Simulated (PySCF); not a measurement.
**P: excitation energy**

P [Ne] 3s2 3p3 (4S) → P [Ne] 3s2 3p2 3d1 (high-spin determinant), as a difference of total energies. Calculation: PySCF 2.14, in dyall-acv3z; no relativity, point nucleus. Correlated levels: valence: [Ne] frozen; valence and next inner shell: 1s2 frozen; virtual orbitals above 40 to 60 times the deepest correlated orbital energy dropped. The calculations carry no spin-orbit coupling.

```tsv
method	excitation energy (eV)
UHF	9.265
LDA	8.746
PBE	8.673
PBE0	8.921
r2SCAN	9.115
TPSS	8.838
M06-2X	9.015
MN15	9.144
MP2 (valence)	9.325
SCS-MP2 (valence)	9.267
MP2 (valence and next inner shell)	9.332
SCS-MP2 (valence and next inner shell)	9.276
```

Q: How much does correlation contribute at MP2 (valence and next inner shell)?

A: 9.332 − (9.265) = 0.067 eV, measured against UHF.

A first-order spin-orbit estimate (lowest level to lowest level, LS coupling) adds -0.021 eV.

The promoted electron is Rydberg-like, and one or two diffuse shells describe it only roughly, which tends to raise the upper state.

In the upper state the promoted electron has a positive orbital energy at LDA, PBE, PBE0, r2SCAN, TPSS, MN15, so the basis confines it.

The determinant of the upper state mixes LS terms, which raises its energy above the lowest term, most at the Hartree-Fock and MP2 levels.
